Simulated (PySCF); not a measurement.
PySCF job for C3H9Bi, SMILES [Bi]([CH3])([CH3])[CH3], TDA-LC-ωPBE/def2-SVPD. The structure is a stationary point at r2SCAN-D4/def2-SVP. The isomer is the one that the SMILES or the coordinates give; other isomers of the formula were not compared. The def2 effective core potentials stand for the cores of Bi; spin–orbit coupling is left out.

```python
import numpy as np
from pyscf import gto, scf, dft, tdscf

mol = gto.M(
    atom='''
    Bi    0.00000000   -0.00000000    0.32711280
    C    -1.64965404   -0.95242820   -0.93817301
    H    -1.71596824   -2.02630188   -0.70936188
    H    -1.40982101   -0.81396053   -2.00235914
    H    -2.61281303   -0.47292117   -0.70936186
    C    -0.00000002    1.90485642   -0.93817299
    H    -0.00000001    1.62792109   -2.00235913
    H     0.89684475    2.49922305   -0.70936186
    H    -0.89684479    2.49922304   -0.70936185
    C     1.64965405   -0.95242819   -0.93817302
    H     1.40982100   -0.81396051   -2.00235915
    H     1.71596826   -2.02630186   -0.70936189
    H     2.61281303   -0.47292113   -0.70936188
    ''',
    basis='def2-SVPD',
    ecp={'Bi': 'def2-svp'},
    charge=0,
    spin=0,
    symmetry=True,
    max_memory=1600,
    verbose=4,
)
mf = dft.RKS(mol, xc='lc_wpbe').density_fit(auxbasis='def2-universal-jkfit')
mf.grids.level = 3
mf.conv_tol = 1e-9
mf.max_cycle = 100
mf.kernel()
mf.grids = dft.Grids(mol).set(level=1).build(with_non0tab=True)  # coarser grid for the response kernel
td = tdscf.TDA(mf)
td.singlet = True
td.nstates = 10
td.conv_tol = 1e-4
td.kernel(x0=td.get_init_guess(mf, 15))
td.analyze()
tt = tdscf.TDA(mf)
tt.singlet = False
tt.nstates = 4
tt.conv_tol = 1e-4
tt.kernel(x0=tt.get_init_guess(mf, 9))
tt.analyze(verbose=3)
```

Log of the run:

```
PySCF version 2.14.0

[INPUT] verbose = 4
[INPUT] num. atoms = 13
[INPUT] num. electrons = 50
[INPUT] charge = 0
[INPUT] spin (= nelec alpha-beta = 2S) = 0
[INPUT] symmetry True subgroup None
[INPUT] Mole.unit = angstrom
[INPUT] Symbol           X                Y                Z      unit          X                Y                Z       unit  Magmom
[INPUT]  1 Bi     0.000000000000   0.000000000000   0.327112800000 AA    0.000000000000   0.000000000000   0.618153603840 Bohr   0.0
[INPUT]  2 C     -1.649654040000  -0.952428200000  -0.938173010000 AA   -3.117394335882  -1.799828451312  -1.772890046359 Bohr   0.0
[INPUT]  3 H     -1.715968240000  -2.026301880000  -0.709361880000 AA   -3.242710012052  -3.829155598891  -1.340499676407 Bohr   0.0
[INPUT]  4 H     -1.409821010000  -0.813960530000  -2.002359140000 AA   -2.664175593558  -1.538162477906  -3.783910377620 Bohr   0.0
[INPUT]  5 H     -2.612813030000  -0.472921170000  -0.709361860000 AA   -4.937501041395  -0.893691489809  -1.340499638612 Bohr   0.0
[INPUT]  6 C     -0.000000020000   1.904856420000  -0.938172990000 AA   -0.000000037795   3.599656940419  -1.772890008564 Bohr   0.0
[INPUT]  7 H     -0.000000010000   1.627921090000  -2.002359130000 AA   -0.000000018897   3.076325012503  -3.783910358722 Bohr   0.0
[INPUT]  8 H      0.896844750000   2.499223050000  -0.709361860000 AA    1.694790953754   4.722847088700  -1.340499638612 Bohr   0.0
[INPUT]  9 H     -0.896844790000   2.499223040000  -0.709361850000 AA   -1.694791029343   4.722847069803  -1.340499619715 Bohr   0.0
[INPUT] 10 C      1.649654050000  -0.952428190000  -0.938173020000 AA    3.117394354780  -1.799828432415  -1.772890065256 Bohr   0.0
[INPUT] 11 H      1.409821000000  -0.813960510000  -2.002359150000 AA    2.664175574660  -1.538162440111  -3.783910396517 Bohr   0.0
[INPUT] 12 H      1.715968260000  -2.026301860000  -0.709361890000 AA    3.242710049846  -3.829155561097  -1.340499695304 Bohr   0.0
[INPUT] 13 H      2.612813030000  -0.472921130000  -0.709361880000 AA    4.937501041395  -0.893691414220  -1.340499676407 Bohr   0.0

nuclear repulsion = 199.567502855159
point group symmetry = C3v, use subgroup Cs
symmetry origin: [-1.71793282e-09  4.81021193e-09 -6.18455825e-09]
symmetry axis x: [-4.00486938e-09  1.00000000e+00  7.85382599e-09]
symmetry axis y: [ 4.49373832e-09 -7.85382597e-09  1.00000000e+00]
symmetry axis z: [ 1.00000000e+00  4.00486942e-09 -4.49373829e-09]
num. orbitals of irrep A' = 94
num. orbitals of irrep A" = 70
number of shells = 72
number of NR pGTOs = 247
number of NR cGTOs = 164
basis = def2-SVPD
ecp = {'Bi': 'def2-svp'}


******** <class 'pyscf.df.df_jk.DFSymAdaptedRKS'> ********
method = DFSymAdaptedRKS
initial guess = minao
damping factor = 0
level_shift factor = 0
DIIS = <class 'pyscf.scf.diis.CDIIS'>
diis_start_cycle = 1
diis_space = 8
diis_damp = 0
SCF conv_tol = 1e-09
SCF conv_tol_grad = None
SCF max_cycles = 100
direct_scf = False
XC library pyscf.dft.libxc version 7.1.2
    S. Lehtola, C. Steigemann, M. J. T. Oliveira, and M. A. L. Marques,  SoftwareX 7, 1–5 (2018)
XC functionals = lc_wpbe
    O. A. Vydrov and G. E. Scuseria,  J. Chem. Phys. 125, 234109 (2006)
radial grids:
    Treutler-Ahlrichs [JCP 102, 346 (1995); DOI:10.1063/1.469408] (M4) radial grids

becke partition: Becke, JCP 88, 2547 (1988); DOI:10.1063/1.454033
pruning grids: <function nwchem_prune>
grids dens level: 3
symmetrized grids: True
atomic radii adjust function: <function treutler_atomic_radii_adjust>
small_rho_cutoff = 0
Freeze 0 electrons in irreps []
    50 free electrons in irreps A' A"
Set gradient conv threshold to 3.16228e-05
Initial guess from minao.
tot grids = 154072
Create RSH-DF object <pyscf.df.df.DF object> for omega=0.4
******** <class 'pyscf.df.df.DF'> ********
auxbasis = auxmol.basis = def2-universal-jkfit
init E= -306.845241956067
HOMO (A") = -0.75890128692318  LUMO (A') = -0.496875978712767  gap/eV = 7.13007
cycle= 1 E= -332.861217770735  delta_E=  -26  |g|= 2.21  |ddm|= 14.5
HOMO (A') = -0.00204901195175111  LUMO (A') = 0.0688651584952424  gap/eV = 1.92967
cycle= 2 E= -333.508364268441  delta_E= -0.647  |g|= 1.83  |ddm|= 9.95
HOMO (A') = -0.277953865699111  LUMO (A') = 0.0757749076521326  gap/eV = 9.62545
cycle= 3 E= -334.217563198833  delta_E= -0.709  |g|= 0.103  |ddm|= 4.35
HOMO (A') = -0.335738169782255  LUMO (A') = 0.0655689244734183  gap/eV = 10.92012
cycle= 4 E= -334.222656972902  delta_E= -0.00509  |g|= 0.0589  |ddm|= 0.523
HOMO (A') = -0.330701373399666  LUMO (A') = 0.0702280272904688  gap/eV = 10.90984
cycle= 5 E= -334.223704732083  delta_E= -0.00105  |g|= 0.0132  |ddm|= 0.112
HOMO (A') = -0.330920880888776  LUMO (A') = 0.071022465999315  gap/eV = 10.93744
cycle= 6 E= -334.223856107883  delta_E= -0.000151  |g|= 0.00322  |ddm|= 0.079
HOMO (A') = -0.331440383463793  LUMO (A') = 0.0708842355748309  gap/eV = 10.94781
cycle= 7 E= -334.223863534032  delta_E= -7.43e-06  |g|= 0.0006  |ddm|= 0.0159
HOMO (A') = -0.331463975625431  LUMO (A') = 0.0709339882845358  gap/eV = 10.94981
cycle= 8 E= -334.223863860386  delta_E= -3.26e-07  |g|= 0.000112  |ddm|= 0.00323
HOMO (A') = -0.331474941807892  LUMO (A') = 0.0709288225561484  gap/eV = 10.94996
cycle= 9 E= -334.223863871669  delta_E= -1.13e-08  |g|= 2.14e-05  |ddm|= 0.000738
HOMO (A') = -0.331477039699447  LUMO (A') = 0.0709268754645764  gap/eV = 10.94997
cycle= 10 E= -334.223863872098  delta_E= -4.3e-10  |g|= 5.62e-06  |ddm|= 0.000158
HOMO (A') = -0.331477042384165  LUMO (A') = 0.070926552872997  gap/eV = 10.94996
Extra cycle  E= -334.223863872121  delta_E= -2.27e-11  |g|= 2.43e-06  |ddm|= 2.31e-05
converged SCF energy = -334.223863872121
tot grids = 46544


******** <class 'pyscf.tdscf.rks.TDA'> for <class 'pyscf.df.df_jk.DFSymAdaptedRKS'> ********
nstates = 10 singlet
deg_eia_thresh = 1.000e-03
wfnsym = None
conv_tol = 0.0001
eigh lindep = 1e-12
eigh level_shift = 0
eigh max_cycle = 100


Excitation energies (eV)
[6.08486415 6.08505343 6.44976618 7.08877732 7.37446736 7.37449149
 7.5843789  7.84006653 8.23967437 8.23969938]

** Singlet excitation energies and oscillator strengths **
Excited State   1:   A'      6.08486 eV    203.76 nm  f=0.1475
      25 -> 26       -0.65988
      25 -> 30        0.13692
Excited State   2:   A"      6.08505 eV    203.75 nm  f=0.1476
      25 -> 27       -0.65988
      25 -> 31        0.13689
Excited State   3:   A'      6.44977 eV    192.23 nm  f=0.1848
      25 -> 28        0.66918
      25 -> 29       -0.10541
      25 -> 35       -0.10231
Excited State   4:   A"      7.08878 eV    174.90 nm  f=0.0000
      23 -> 27        0.47008
      23 -> 31       -0.12559
      24 -> 26        0.47026
      24 -> 30       -0.12562
Excited State   5:   A"      7.37447 eV    168.13 nm  f=0.1086
      23 -> 27       -0.42709
      24 -> 26        0.42689
      24 -> 28       -0.29238
      25 -> 27       -0.10078
Excited State   6:   A'      7.37449 eV    168.13 nm  f=0.1086
      23 -> 26       -0.42698
      23 -> 28       -0.29244
      24 -> 27       -0.42697
      25 -> 26        0.10075
Excited State   7:   A'      7.58438 eV    163.47 nm  f=0.1378
      25 -> 28       -0.11024
      25 -> 29       -0.66990
Excited State   8:   A'      7.84007 eV    158.14 nm  f=0.3720
      23 -> 26       -0.47127
      24 -> 27        0.47132
      25 -> 28       -0.14073
Excited State   9:   A"      8.23967 eV    150.47 nm  f=0.5959
      23 -> 27       -0.15968
      24 -> 26        0.15968
      24 -> 28        0.56957
      24 -> 29       -0.20596
      24 -> 35       -0.12590
      25 -> 27       -0.12633
      25 -> 31       -0.11681
Excited State  10:   A'      8.23970 eV    150.47 nm  f=0.5958
      23 -> 26        0.15986
      23 -> 28       -0.56963
      23 -> 29        0.20573
      23 -> 35        0.12590
      24 -> 27        0.15972
      25 -> 26       -0.12631
      25 -> 30       -0.11668

** Transition electric dipole moments (AU) **
state          X           Y           Z        Dip. S.      Osc.
  1         0.0000     -0.9947      0.0000      0.9895      0.1475
  2         0.9949      0.0000     -0.0000      0.9897      0.1476
  3         0.0000      0.0002      1.0815      1.1696      0.1848
  4        -0.0000      0.0000     -0.0000      0.0000      0.0000
  5         0.7755     -0.0000      0.0000      0.6013      0.1086
  6        -0.0000      0.7753     -0.0000      0.6012      0.1086
  7        -0.0000      0.0001      0.8613      0.7418      0.1378
  8         0.0000     -0.0004     -1.3917      1.9368      0.3720
  9         1.7181     -0.0000     -0.0000      2.9520      0.5959
 10         0.0000     -1.7180      0.0003      2.9517      0.5958

WARN: ECP detected. Skipping calculation of transition velocity and magnetic dipole moments, which have not yet been implemented.



******** <class 'pyscf.tdscf.rks.TDA'> for <class 'pyscf.df.df_jk.DFSymAdaptedRKS'> ********
nstates = 4 triplet
deg_eia_thresh = 1.000e-03
wfnsym = None
conv_tol = 0.0001
eigh lindep = 1e-12
eigh level_shift = 0
eigh max_cycle = 100


Excitation energies (eV)
[4.89004388 4.89004833 5.52423781 6.29998889]

** Triplet excitation energies and oscillator strengths **
Excited State   1:   A'      4.89004 eV    253.54 nm  f=0.0000
Excited State   2:   A"      4.89005 eV    253.54 nm  f=0.0000
Excited State   3:   A'      5.52424 eV    224.44 nm  f=0.0000
Excited State   4:   A'      6.29999 eV    196.80 nm  f=0.0000
```

The calculation finished and met its thresholds.

Cost: around 3.0 core-minutes (rough).
